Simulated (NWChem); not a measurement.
# CH₃FOZn; SMILES [Zn]([O]C)[F]

```xyz
7

Zn     0.3075    -0.4089     0.0000
F     -0.1044    -2.0938     0.0000
O      0.8802     1.2569     0.0000
C      0.0885     2.4006     0.0000
H     -0.5656     2.4891     0.8917
H      0.7428     3.2915     0.0000
H     -0.5656     2.4891    -0.8917
```
Atoms are numbered in this order, from 1.

Computed with NWChem. Pople sets run with spherical d functions. Geometry: optimised at PBE0/def2-SVP. Vzz is the largest principal value of the second derivative of the potential at the nucleus (NWChem prints the opposite sign); η is the asymmetry. Non-relativistic.

For level B3LYP/def2-TZVP:

```
Quantity        Result
--------------  ------
Vzz Zn1 (a.u.)  -2.108
η Zn1             0.16
Vzz O3 (a.u.)    1.650
```

Task: How do the values read with level B3LYP/6-31G* instead?

Result: The vzz Zn1 (a.u.) is -0.971 and the η Zn1 is 0.27. The vzz O3 (a.u.) comes out as 1.581.
